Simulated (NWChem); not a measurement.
# CrSOClF; SMILES [O]=[Cr]([F])(=[S])[Cl]

```xyz
5

Cr     0.2937     0.0805     0.0708
O      0.9375     0.1429     1.4813
S     -1.0410     1.5644    -0.0895
F      1.4941     0.2536    -1.1276
Cl    -0.7362    -1.7723    -0.1227
```
Atoms are numbered in this order, from 1.

Level: PBE-D3(BJ)/def2-SVP (NWChem), optimised geometry, unscaled harmonic frequencies. 

Question: List the harmonic frequencies with IR intensities, and the thermochemistry.

Answer: 
```
frequency (cm⁻¹)  IR intensity (km/mol)
----------------  ---------------------
164                                 0.2
190                                 0.3
234                                 0.1
276                                 0.7
321                                 2.1
449                                29.7
589                                39.0
761                                93.6
1095                               97.7
```

| Item | Value |
|---|---|
| zero-point energy | 5.8 kcal/mol |
| thermal correction to the enthalpy at 298.15 K (with zero-point energy) | 10.1 kcal/mol |
| heat capacity Cv | 18.3 cal/(mol K) |
| entropy at 298.15 K and 1 atm (symmetry number 1) | 79.9 cal/(mol K) |
| dipole moment | 0.82 D |

Rigid rotor and harmonic oscillator.
